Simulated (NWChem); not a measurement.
System: CrN2H2F2; SMILES [Cr](=[NH])([F])(=[NH])[F]

Q: Give the equilibrium geometry at PBE-D3(BJ)/def2-SVP (NWChem) as a Z-matrix, with the point group.

A: point group C2v; any orientation.
```
Cr
N 1 1.6070
H 2 1.0321 1 148.19
N 1 1.6070 2 108.05 3 0.00
H 4 1.0321 1 148.19 2 0.00
F 1 1.7281 2 108.70 3 117.80
F 1 1.7281 2 108.70 3 -117.80
```
